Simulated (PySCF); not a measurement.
C7H11OP.
SMILES with atom numbers: `[CH2:1]=[CH:2][P@@:3]1(=[O:4])[CH:5]=[C:6]([CH3:7])[CH2:8][CH2:9]1` (hydrogens: H10, H11 on C1; H12 on C2; H13 on C5; H14, H15, H16 on C7; H17, H18 on C8; H19, H20 on C9)

The same species was optimised twice, with GFN2-xTB and with PBE0-D3(BJ)/def2-SVP (PySCF), and the same property calculations (PySCF, gas phase) were run on both structures.

| coordinate | GFN2-xTB | PBE0-D3(BJ)/def2-SVP | change |
| --- | --- | --- | --- |
| P3=O4 (Å) | 1.467 | 1.497 | +0.030 |
| C5=C6 (Å) | 1.330 | 1.344 | +0.014 |
| C1=C2 (Å) | 1.321 | 1.334 | +0.013 |
| P3–C9 (Å) | 1.847 | 1.839 | -0.008 |
| P3–C5 (Å) | 1.810 | 1.804 | -0.006 |
| C2–P3 (Å) | 1.816 | 1.810 | -0.006 |
| C6–C8 (Å) | 1.509 | 1.514 | +0.005 |
| C8–C9 (Å) | 1.528 | 1.529 | +0.001 |
| C6–C7 (Å) | 1.491 | 1.491 | 0.000 |
| C2–P3–O4 (°) | 114.2 | 112.1 | -2.1 |
| O4–P3–C5 (°) | 118.7 | 119.7 | +1.0 |
| P3–C9–C8 (°) | 105.7 | 106.7 | +1.0 |
| C7–C6–C8 (°) | 117.9 | 118.5 | +0.6 |
| C2–P3–C9 (°) | 106.1 | 106.7 | +0.6 |
| O4–P3–C9 (°) | 117.1 | 117.7 | +0.6 |
| C5–P3–C9 (°) | 91.9 | 92.3 | +0.4 |
| C6–C8–C9 (°) | 108.5 | 109.0 | +0.5 |
| C1–C2–P3–O4 (°) | 0 | 1 | +1 |

Rotational constants: A = 2648, B = 917.7, C = 897.2 MHz (GFN2-xTB) against A = 2655, B = 907.9, C = 884.2 MHz (PBE0-D3(BJ)/def2-SVP). Point groups within 0.08 Å: C1 and C1.

On the GFN2-xTB structure: HOMO (eV) -7.35 [PBE0/pcSseg-1]; LUMO (eV) -0.73 [PBE0/pcSseg-1]; dipole (D) 4.69 [PBE0/pcSseg-1]; GIAO shielding of C1 (ppm) 45.2 [PBE0/pcSseg-1]; GIAO shielding of C2 (ppm) 45.7 [PBE0/pcSseg-1]; GIAO shielding of P3 (ppm) 289.4 [PBE0/pcSseg-1]; GIAO shielding of O4 (ppm) 242.2 [PBE0/pcSseg-1]; GIAO shielding of C5 (ppm) 55.1 [PBE0/pcSseg-1]; GIAO shielding of C6 (ppm) 21.3 [PBE0/pcSseg-1]; GIAO shielding of C7 (ppm) 162.7 [PBE0/pcSseg-1]; GIAO shielding of C8 (ppm) 151.3 [PBE0/pcSseg-1].

Problem. What do these properties become on the PBE0-D3(BJ)/def2-SVP structure?

Solution. 
```
                                    property          level  on GFN2-xTB  on PBE0-D3(BJ)/def2-SVP  change
                                   HOMO (eV)  PBE0/pcSseg-1        -7.35                    -7.31   +0.04
                                   LUMO (eV)  PBE0/pcSseg-1        -0.73                    -0.81   -0.08
                                  dipole (D)  PBE0/pcSseg-1         4.69                     4.91   +0.22
energy, GFN2-xTB geometry as zero (kcal/mol)  PBE0/pcSseg-1          0.0                     -1.3    -1.3
                  GIAO shielding of C1 (ppm)  PBE0/pcSseg-1         45.2                     40.2    -5.0
                  GIAO shielding of C2 (ppm)  PBE0/pcSseg-1         45.7                     43.4    -2.3
                  GIAO shielding of P3 (ppm)  PBE0/pcSseg-1        289.4                    284.5    -4.9
                  GIAO shielding of O4 (ppm)  PBE0/pcSseg-1        242.2                    235.2    -7.0
                  GIAO shielding of C5 (ppm)  PBE0/pcSseg-1         55.1                     52.8    -2.3
                  GIAO shielding of C6 (ppm)  PBE0/pcSseg-1         21.3                     18.5    -2.8
                  GIAO shielding of C7 (ppm)  PBE0/pcSseg-1        162.7                    161.1    -1.6
                  GIAO shielding of C8 (ppm)  PBE0/pcSseg-1        151.3                    149.6    -1.7
```

The heavy atoms differ by 0.033 Å rms after alignment. Among bonds between heavy atoms P3=O4 changes most (+0.030 Å). Changes are differences of the printed values. Neither structure is proved a minimum here.
